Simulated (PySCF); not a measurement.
**Computed data sheet: `C=C(CC)C(=O)OC`**

Compound: C6H10O2.
Cartesian coordinates in Å at the GFN2-xTB level; atoms count from 1:
```xyz
18
C6H10O2 angstrom
C     -0.6746   -2.2354   -0.7330
C     -0.3811   -1.0149   -0.2950
C     -1.3415   -0.1486    0.4650
C     -1.8849    0.9763   -0.4176
C      0.9719   -0.4745   -0.5954
O      1.7721   -0.9970   -1.3323
O      1.2248    0.6701    0.0598
C      2.4994    1.2479   -0.1688
H      0.0498   -2.8063   -1.2892
H     -1.6314   -2.6928   -0.5473
H     -2.1705   -0.7624    0.8210
H     -0.8333    0.2866    1.3267
H     -2.3886    0.5641   -1.2894
H     -1.0761    1.6186   -0.7556
H     -2.5959    1.5805    0.1407
H      3.2885    0.5157    0.0152
H      2.5795    1.5941   -1.2019
H      2.5832    2.0843    0.5206
```

Some functional groups and rings: ester and C=C double bond.

GFN2-xTB geometry:

| Property | Result |
| --- | --- |
| Point group of the GFN2-xTB geometry | C1 |
| Rotational constants A, B, C of the GFN2-xTB geometry | 2.845, 1.677, 1.166 GHz |

PBE0/def2-SVPD ground state and vertical TDDFT (core frozen in the response) (PySCF):

| Quantity | Value |
| --- | --- |
| Dipole moment | 2.00 D |
| HOMO energy | -7.77 eV |
| LUMO energy | -1.25 eV |
| HOMO–LUMO gap | 6.52 eV |
| Lowest singlet excitation | 4.93 eV (252 nm, f = 0.001) |
| Strongest line among the 6 lowest singlet transitions | S2 at 6.02 eV (206 nm, f = 0.229) |
| Lowest triplet excitation (Tamm–Dancoff) | 3.68 eV |
| Static isotropic polarisability | 80.4 au |
| Electronic spatial extent ⟨r²⟩ about the centre of nuclear charge | 1073 bohr² |

From PBE0/pcSseg-1 ground state and GIAO shieldings, non-relativistic (PySCF):

| Item | Value |
| --- | --- |
| Lowest Hirshfeld atomic charge | -0.26 e on O6 |
| Highest Hirshfeld atomic charge | +0.21 e on C5 |
| 13C chemical shifts (computed TMS as zero) by class | 173.6 (C5), 151.0 (C2), 134.9 (C1), 53.5 (C8), 31.1 (C3), 18.1 (C4) ppm |
| 1H chemical shifts (computed TMS as zero) by class | 6.74 (H9), 5.88 (H10), 3.96 (H16/H17/H18), 2.41 (H11/H12), 1.08 (H13/H14/H15) ppm |
| Isotropic shieldings of nuclei other than C and H, by class | -83 (O6), 151 (O7) ppm |
| Mayer bond orders between heavy atoms | C1–C2 1.98, C2–C3 1.03, C3–C4 1.04, C2–C5 0.95, C5–O6 1.94, C5–O7 1.07, O7–C8 0.87 |

Monoisotopic mass from the formula: 114.0681 u.

The vertical singlet–triplet gap S1 − T1 is 1.25 eV (TDDFT singlet less Tamm–Dancoff triplet; S1: HOMO−1→LUMO, weight 0.88; T1: HOMO→LUMO, weight 0.92). The largest Löwdin shares of the LUMO are 0.27 on C1, 0.19 on C2, 0.17 on C5 and 0.14 on O6. The 6 singlets span 4.93 to 7.39 eV, and their oscillator strengths add up to 0.35. The largest Löwdin shares of the HOMO are 0.32 on C1, 0.29 on C2, 0.13 on O6 and 0.06 on C3. In atomic units the dipole is 0.79 e·bohr (1 au = 2.5417 D). A dipole of 2.00 D is allowed in C1, and pure rotational transitions are dipole-allowed.

The structure is a single GFN2-xTB conformer in the gas phase; no vibrational or solvent corrections. NMR classes are plain means over equivalent atoms (diastereotopic ones count apart unless rotation or inversion swaps them), as if these changed places fast; in this geometry the members of some classes differ.

For the TDDFT job (PBE0/def2-SVPD), on Intel Xeon Platinum 8375C at 2.90 GHz, one thread, shared host, this took 45 s of wall time and 1.0 GiB of memory at its peak.
